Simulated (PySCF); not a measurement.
Si(Br)(Me)(OH)2 (CH₅BrO₂Si), SMILES C[Si](O)(O)Br.

Geometry optimised at B3LYP-D3(BJ)/def2-SVP. This is a generated structure with no PubChem entry under its InChIKey; it may be hypothetical. One conformer was computed; it need not be the lowest.

These are PySCF with TDDFT-PBE0/def2-SVPD values and carry that method's errors.

Vertical excitations. Isolated molecule, no solvent.

Computed UV-visible absorptions:
```json
[
 {"state": "S1", "energy (eV)": "7.19", "λ (nm)": "172", "f": "0.049", "main pairs": "HOMO−1→LUMO 89 %"},
 {"state": "S2", "energy (eV)": "7.22", "λ (nm)": "172", "f": "0.076", "main pairs": "HOMO→LUMO 87 %"},
 {"state": "S3", "energy (eV)": "7.71", "λ (nm)": "161", "f": "0.002", "main pairs": "HOMO−1→LUMO+1 78 %, HOMO→LUMO+1 12 %"},
 {"state": "S4", "energy (eV)": "7.72", "λ (nm)": "161", "f": "0.002", "main pairs": "HOMO→LUMO+1 72 %, HOMO−1→LUMO+1 13 %"},
 {"state": "S5", "energy (eV)": "7.87", "λ (nm)": "158", "f": "0.099", "main pairs": "HOMO−2→LUMO 90 %"},
 {"state": "S6", "energy (eV)": "8.14", "λ (nm)": "152", "f": "0.010", "main pairs": "HOMO→LUMO+2 95 %"},
 {"state": "S7", "energy (eV)": "8.18", "λ (nm)": "152", "f": "0.010", "main pairs": "HOMO−1→LUMO+2 82 %"},
 {"state": "S8", "energy (eV)": "8.45", "λ (nm)": "147", "f": "0.105", "main pairs": "HOMO−3→LUMO 62 %, HOMO−2→LUMO+1 13 %, HOMO−2→LUMO+2 12 %"},
 {"state": "S9", "energy (eV)": "8.54", "λ (nm)": "145", "f": "0.026", "main pairs": "HOMO−2→LUMO+1 49 %, HOMO→LUMO+3 21 %, HOMO−3→LUMO 15 %"},
 {"state": "S10", "energy (eV)": "8.63", "λ (nm)": "144", "f": "0.007", "main pairs": "HOMO−1→LUMO+3 83 %"},
 {"state": "T1", "energy (eV)": "6.89", "λ (nm)": "180", "f": "0", "main pairs": "HOMO−1→LUMO 52 %, HOMO−1→LUMO+1 22 %, HOMO→LUMO 13 %"},
 {"state": "T2", "energy (eV)": "6.89", "λ (nm)": "180", "f": "0", "main pairs": "HOMO→LUMO 52 %, HOMO→LUMO+1 22 %, HOMO−1→LUMO 15 %"},
 {"state": "T3", "energy (eV)": "7.34", "λ (nm)": "169", "f": "0", "main pairs": "HOMO→LUMO+1 42 %, HOMO−1→LUMO+1 20 %, HOMO→LUMO 20 %, HOMO−1→LUMO 8 %"},
 {"state": "T4", "energy (eV)": "7.38", "λ (nm)": "168", "f": "0", "main pairs": "HOMO−1→LUMO+1 36 %, HOMO−1→LUMO 18 %, HOMO→LUMO+1 17 %, HOMO−2→LUMO 10 %"}
]
```
Triplets are in the Tamm–Dancoff approximation, which puts them higher than full response would, so one can lie above its singlet here.
